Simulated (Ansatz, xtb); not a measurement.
**C3H8B: which of two conformers lies lower**

We compare I, `CB[CH]C`, a doublet, with II, `CB[CH]C`, a doublet. Both are isolated molecules in the gas phase, relaxed with B3LYP-D3(BJ)/def2-SVP.

I (Å):

```yaml
atoms:
  - { symbol: C, position_ang: [0.4764, 1.4925, 0.7367] }
  - { symbol: C, position_ang: [2.5157, -0.1823, 1.5229] }
  - { symbol: C, position_ang: [1.7060, -1.3424, 1.9868] }
  - { symbol: B, position_ang: [1.9955, 1.1421, 0.9395] }
  - { symbol: H, position_ang: [0.2915, 1.7375, -0.3263] }
  - { symbol: H, position_ang: [-0.2451, 0.7187, 1.0414] }
  - { symbol: H, position_ang: [0.2351, 2.4237, 1.2832] }
  - { symbol: H, position_ang: [2.8207, 1.9709, 0.6148] }
  - { symbol: H, position_ang: [3.6008, -0.3267, 1.6254] }
  - { symbol: H, position_ang: [1.9172, -1.5728, 3.0495] }
  - { symbol: H, position_ang: [0.6228, -1.1876, 1.8780] }
  - { symbol: H, position_ang: [1.9810, -2.2630, 1.4356] }
```

II (Å):

```xyz
12

C     1.6720    0.2874   -1.1963
C     2.2164   -1.4290    0.8624
C     2.6247   -2.7306    1.4569
B     2.1142   -1.1121   -0.6357
H     1.4400    1.0460   -0.4317
H     2.4564    0.6931   -1.8629
H     0.7857    0.1686   -1.8482
H     2.3910   -1.9973   -1.4214
H     1.9737   -0.6485    1.6002
H     2.8596   -3.4885    0.6950
H     1.8322   -3.1333    2.1183
H     3.5087   -2.6094    2.1138
```

Problem. Estimate which is lower in electronic energy at CCSD(T)/def2-SVP + ΔMP2/def2-TZVPP, and by roughly how much.

Solution. Too close to call at this level: CCSD(T)/def2-SVP + ΔMP2/def2-TZVPP gives E(II) − E(I) = −0.017 eV.

How the difference moves with the method:

| level | geometry | E(II) − E(I) (eV) | departure from the last row (eV) | job, with rough time for the two |
| --- | --- | --- | --- | --- |
| B3LYP-D3(BJ)/def2-SVP | B3LYP-D3(BJ)/def2-SVP | −0.016 | +0.001 | optimisation, 85 s |
| HF/def2-SVP | B3LYP-D3(BJ)/def2-SVP | −0.032 | −0.015 | part of the CCSD(T) run |
| MP2/def2-SVP | B3LYP-D3(BJ)/def2-SVP | −0.021 | −0.004 | part of the CCSD(T) run |
| CCSD(T)/def2-SVP | B3LYP-D3(BJ)/def2-SVP | −0.023 | −0.006 | single point |
| CCSD(T)/def2-SVP + ΔMP2/def2-TZVPP | B3LYP-D3(BJ)/def2-SVP | −0.017 |  | single point, 42 s |

The largest departure from CCSD(T)/def2-SVP + ΔMP2/def2-TZVPP is that of HF/def2-SVP, 0.015 eV. Levels run at GFN2-xTB geometries aren't shown. The last row adds to CCSD(T) the change of the MP2 difference between the two basis sets, here +0.006 eV.

With harmonic frequencies from B3LYP-D3(BJ)/def2-SVP (ideal gas, rigid rotor, one conformer each, 600 K, 1 atm): the zero-point term adds −0.004 eV; ΔH is −0.020 and ΔG −0.015 eV.

Open shells are spin-unrestricted. The correlated steps freeze 4 core orbitals. Codes used: Ansatz 0.2.0; the last row on 2 threads of Arm Neoverse V2 on a shared host.
